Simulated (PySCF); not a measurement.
Magnetisability: `C[SiH2][Si@H]([SiH3])P`, CH11PSi3

Geometry (Å), atoms numbered from 1 in this order:
```xyz
16

C    -2.1930   -1.2806   -0.0581
Si   -1.4551    0.3544    0.5650
Si    0.5931    0.7044   -0.5230
Si    2.1346   -1.0499   -0.5729
P     1.6869    2.4969    0.2906
H    -2.4001   -1.2371   -1.1232
H    -1.5123   -2.1103    0.1091
H    -3.1248   -1.5133    0.4476
H    -2.4559    1.4137    0.3518
H    -1.2962    0.2589    2.0269
H     0.3361    1.1487   -1.9123
H     1.4626   -2.2636   -1.0459
H     3.2929   -0.8430   -1.4429
H     2.6607   -1.3584    0.7604
H     1.7084    2.0388    1.5924
H     0.5546    3.2492    0.5229
```

Level of theory: GIAO wB97X/pcseg-1 magnetisability, non-relativistic, IEF-PCM acetone in PySCF 2.14.0. Geometry: GFN2-xTB.

(1) What are the magnetisability and the molar susceptibility?

(2) Split it along the inertial axes a, b, c into diamagnetic and paramagnetic parts about the centre of mass, with the quadrupole moment.

## Answers

(1) Isotropic -1665 × 10⁻³⁰ J/T², or -100.3 × 10⁻⁶ cm³/mol; principal values -1717, -1661, -1616 × 10⁻³⁰ J/T², anisotropy 87 × 10⁻³⁰ J/T² (root of half the summed squared differences of the principal values). The susceptibility is in cgs units.

(2) 
```csv
axis,χ (10⁻⁶ cm³/mol),diamagnetic (10⁻⁶ cm³/mol),paramagnetic (10⁻⁶ cm³/mol),summed x² of all electrons (Å²),quadrupole Θ (D Å)
a,-100.5,-794.6,694.1,243.2,-5.01
b,-100.5,-1166.4,1065.9,155.5,+1.92
c,-99.7,-1691.5,1591.8,31.8,+3.09
```
Anisotropies 2χaa − χbb − χcc = -0.8 and 2χbb − χaa − χcc = -0.7 × 10⁻⁶ cm³/mol. Θ is traceless in Buckingham's convention.
